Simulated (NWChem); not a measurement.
SbH3Te2; SMILES [TeH][SbH][TeH]

```xyz
6

Sb    -1.1666     0.0008    -0.0571
H     -1.0761     0.0013    -1.7904
Te     0.5369     2.2401    -0.0197
H      0.2046     2.4565     1.6142
Te     0.5366    -2.2388    -0.0208
H      0.2037    -2.4561     1.6129
```
Atoms are numbered in this order, from 1.

Level: PBE-D3(BJ)/def2-SVP with def2 effective core potentials on Sb, Te (NWChem), optimised geometry, unscaled harmonic frequencies. def2 effective core potentials on Sb, Te; no spin-orbit coupling.

| frequency (cm⁻¹) | IR intensity (km/mol) |
|---|---|
| 53 | 0.0 |
| 119 | 0.1 |
| 159 | 0.2 |
| 173 | 1.6 |
| 177 | 19.7 |
| 419 | 8.7 |
| 461 | 12.8 |
| 596 | 1.0 |
| 641 | 8.5 |
| 1885 | 94.1 |
| 2057 | 2.4 |
| 2058 | 81.4 |

The zero-point energy is 12.6 kcal/mol. The thermal correction to the enthalpy at 298.15 K (with zero-point energy) comes out as 17.6 kcal/mol, the heat capacity Cv comes out as 20.3 cal/(mol K) and the entropy at 298.15 K and 1 atm (symmetry number 1) is 92.9 cal/(mol K).

Rigid rotor and harmonic oscillator; modes under 100 cm⁻¹ make the entropy uncertain.
